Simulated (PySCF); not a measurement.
Ligands exchanged one at a time, Ga SiH3-H. Isolated molecules, 0 K electronic values unless said otherwise. Strings in code marks are SMILES.

Level of theory: PySCF 2.14.0 with ωB97X-D3(BJ)/def2-TZVP // PBE0-D3(BJ)/def2-TZVP. All candidates: neutral, multiplicity 1. Delta-SCF ions had no search for a lower state. Excitations are Tamm–Dancoff values on a coarser integration grid. The basis has no diffuse functions, so Rydberg states are missing or too high.

```yaml
S1 excitation (TDA): 3.77 eV
vertical ionisation energy (Delta-SCF): 9.31 eV
LUMO: -0.51 eV
```

Problem. Which member has these values?
A. `[SiH3][GaH2]`
B. `[SiH3][GaH][SiH3]`
C. `[SiH3][Ga]([SiH3])[SiH3]`

Solution. B, `[SiH3][GaH][SiH3]`. The others give `[SiH3][Ga]([SiH3])[SiH3]`: 3.59 eV, 9.18 eV, -0.72 eV; `[SiH3][GaH2]`: 4.34 eV, 9.92 eV, -0.23 eV
